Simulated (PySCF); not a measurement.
**Low-lying terms of La(45+) (lanthanum, charge +45)**

Ground state [Ne] 3s2, ¹S. Computed with PySCF 2.14 in an even-tempered Gaussian basis (20 s from 1.54 bohr⁻², ratio 2.5; 14 p from 1.92 bohr⁻², ratio 2.5; 7 d from 2.34 bohr⁻², ratio 2.7; 4 f from 69 bohr⁻², ratio 2.7), with the spin-free X2C one-electron Hamiltonian (Gaussian nucleus). Vertical excitation energies in eV without spin-orbit coupling; excited terms of each kind are numbered among those the solver found. Frozen: 1s2.

```json
{"term": "1 3P°", "leading excitation": "3s → p", "EOM-EE-CCSD": "167.93"}
{"term": "1 1P°", "leading excitation": "3s → p", "EOM-EE-CCSD": "205.67"}
{"term": "1 3D", "leading excitation": "3s → d", "EOM-EE-CCSD": "373.97"}
{"term": "1 1D", "leading excitation": "3s → d", "EOM-EE-CCSD": "410.59"}
```

The spin-orbit splitting of the hole, absent here, rivals or exceeds the spacing of these terms, so the LS terms are model states.

Only the lower part of the computed list is shown. Doubly excited terms such as np² are absent. The solver can miss terms. The 25 highest virtual orbitals were dropped.
